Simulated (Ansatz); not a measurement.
Species: 1,1,1,2,2,2-hexafluoroethane, C$_{2}$F$_{6}$, charge 0, multiplicity 1. 
Geometry from a B3LYP-D3(BJ)/def2-TZVP (Ansatz, a first-principles code) optimisation:
```xyz
8

F     -1.4128     0.5032    -0.9145
C     -0.7531    -0.1907     0.0136
F     -1.2685     0.0845     1.2122
F     -0.8949    -1.4935    -0.2333
C      0.7531     0.1907    -0.0136
F      0.8949     1.4935     0.2333
F      1.2685    -0.0845    -1.2122
F      1.4128    -0.5032     0.9145
```
Charge 0, spin multiplicity 1.

Wanted: atomisation energy (electronic, to ground-state atoms), in kcal/mol. Valence correlation only, unless marked. UHF or UKS for open shells. No spin-orbit coupling. Non-relativistic. The coupled-cluster limit lacks core correlation, which all-electron functionals hold. Basis-set limits of correlation are two-point, X^-3; Hartree-Fock from the larger set.

```csv
level,program,atomisation energy (kcal/mol)
HSE06-D4/def2-TZVPD,Ansatz + dftd4,796.7
```

Question: Predict the CCSD(T)/CBS(cc-pVTZ,cc-pVQZ) result (Ansatz).

Answer: 790.0 kcal/mol
